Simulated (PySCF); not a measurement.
Compound: C4H9NOSi.
Geometry (PBE0-D3(BJ)/def2-SVP, Å), atoms numbered from 1 in this order:
```xyz
16
C4H9NOSi angstrom
O      2.6504    1.6722    0.9889
C      2.1495    0.9574    0.1485
N      0.8184    0.6993    0.0883
C      0.1874   -0.1376   -0.9240
C     -1.1163   -0.6523   -0.3126
C     -1.7876    0.4984    0.4540
Si    -0.3258    1.3740    1.2763
H      2.7509    0.4437   -0.6416
H      0.8530   -0.9659   -1.2162
H     -0.0274    0.4485   -1.8377
H     -1.7709   -1.0770   -1.0903
H     -0.8787   -1.4706    0.3883
H     -2.5591    0.1414    1.1517
H     -2.2795    1.1978   -0.2436
H     -0.3921    2.8615    1.2392
H     -0.0203    0.9129    2.6603
```

The calculation used TDDFT wB97X-D/def2-SVPD, vertical, gas phase, core orbitals frozen in the response in PySCF.

Ground-to-excited transition dipoles (e·a0, same axes as the geometry; the sign carries no meaning), for the states with f of 0.002 or more among the lowest 8:

```
state  E (hartree)      μx      μy      μz
   S2       0.2461   0.960   0.260   0.140
   S3       0.2629  -0.104   0.037  -0.155
   S4       0.2662   0.110  -0.164   0.173
   S5       0.2870   0.117   0.231   0.217
   S6       0.2921   0.806  -0.059  -0.225
   S7       0.2936  -0.159   0.056  -0.002
   S8       0.3041   0.111   0.035   0.169
```

Question: Work out the oscillator strengths.

Answer: f = (2/3) ΔE |μ|² with ΔE in hartree (27.2114 eV).

```json
{"state": "S2", "|μ|² (au)": "1.009", "|μ| (D)": "2.55", "f": "0.166"}
{"state": "S3", "|μ|² (au)": "0.036", "|μ| (D)": "0.48", "f": "0.006"}
{"state": "S4", "|μ|² (au)": "0.069", "|μ| (D)": "0.67", "f": "0.012"}
{"state": "S5", "|μ|² (au)": "0.114", "|μ| (D)": "0.86", "f": "0.022"}
{"state": "S6", "|μ|² (au)": "0.705", "|μ| (D)": "2.13", "f": "0.137"}
{"state": "S7", "|μ|² (au)": "0.029", "|μ| (D)": "0.43", "f": "0.006"}
{"state": "S8", "|μ|² (au)": "0.042", "|μ| (D)": "0.52", "f": "0.009"}
```

Question: Which bond between heavy atoms lies closest to the direction of the S2 transition dipole?

Answer: C2–N3, at 7° from it; next C6–Si7 at 23°.

Question: What angle do the transition dipoles of S2 and S6 make?

Answer: |cos θ| = |μa·μb| / (|μa| |μb|) = 0.86, so θ ≈ 30° (taken between 0 and 90°, since the signs are arbitrary).

Question: What peak molar absorption coefficient would the strongest computed level give as a lone Gaussian band 0.4 eV wide at half height?

Answer: ε(max) = 2.175×10⁸ f / FWHM, with the width in cm⁻¹. S2: 2.175×10⁸ × 0.1655 / 3226 ≈ 11000 L mol⁻¹ cm⁻¹.

The vertical ionisation energy (ΔSCF) is 9.41 eV, 1.14 eV above S8.

One conformer stands for the species.
